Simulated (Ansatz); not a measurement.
A structure relaxed at B3LYP-D4/def2-SVP in Ansatz, charge 0, singlet:

```tsv
atom	x (Å)	y (Å)	z (Å)
Sn1	0.006	0.004	0.006
Si2	-2.380	-0.284	0.963
H3	-3.215	-1.098	0.030
H4	-3.029	1.049	1.145
H5	-2.330	-0.975	2.285
Si6	1.162	-2.306	-0.137
H7	0.428	-3.186	-1.094
H8	1.176	-2.964	1.203
H9	2.570	-2.154	-0.611
Si10	1.369	1.572	1.546
H11	1.472	0.990	2.917
H12	0.703	2.905	1.642
H13	2.746	1.763	1.002
Si14	-0.145	1.020	-2.367
H15	-0.874	0.085	-3.276
H16	1.221	1.256	-2.922
H17	-0.879	2.321	-2.332
```

Q: Give its formula, name or SMILES.

A: Sn(SiH3)4 (Si₄SnH₁₂).

Q: Summarise the bond lengths by kind (pairs closer than 1.2 times the sum of covalent radii, bridged metal pairs left out).

A: 4 × Si–Sn 2.59 Å; 12 × H–Si 1.49 Å.

In the def2 sets Sn takes a core potential; there is no spin–orbit coupling.
